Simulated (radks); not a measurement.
Numerical settings for the barium ion Ba3+, [Kr] 4d10 5s2 5p5. All-electron calculation, scalar-relativistic Kohn-Sham, r2SCAN, spin-polarised, spherical densities, finite nucleus; open shells are filled with parallel spins first (spin-orbit coupling, left out, can overturn this in heavy ions); meta-GGA in the generalised Kohn-Sham scheme; Fermi nuclear charge, rms radius 4.8378 fm. Program: a radial shooting solver on a logarithmic mesh with Libxc functionals. The defaults (mesh step 0.008 in ln r, mesh end at 40 bohr or more with all orbitals vanishing there, Anderson mixing 0.5 over 9 steps, residual threshold near 1e-9 with the energy settled to 1e-9 hartree or 1e-11 of itself, here a cap of 66 iterations) give E = -8134.371 hartree and 5p at -41.987 eV in 10 iterations. Run on one thread of a shared host, so times are rough (Intel(R) Xeon(R) Platinum 8488C): 0.37 s of CPU time, 0.37 s wall, 10 iterations on 2213 mesh points. Changes against that run (0 stands for a change within the tolerance of the run):

setting                    iterations  converged  E (mhartree)  e(5p) (meV)  CPU (s)
mesh step in ln r 0.02             10        yes       +0.0271            0     0.16
mesh step in ln r 0.003            15        yes             0            0      1.1
mesh step in ln r 0.05             10        yes         -6.88      -0.0465     0.07
mesh end (bohr) 8                  10        yes             0      +0.0273     0.32
mesh end (bohr) 20                 10        yes             0            0     0.33
residual threshold 1e-13           52        yes             0            0     0.87
residual threshold 1e-16           66         no             0            0     0.87
mixing 1.5                         12        yes             0            0      0.3
linear mixing, mixing 0.2          62        yes             0     +0.00485      1.3
linear mixing, mixing 1            30         no      diverged            -     0.82
mixing history 2                   13        yes             0     +0.00933     0.32
iteration cap 5                     5         no        +0.791         +124     0.14

Settings that end as converged yet miss the energy by more than 1 mhartree: mesh step in ln r 0.05 (-0.00688 hartree). A mesh that ends early acts as a hard wall.
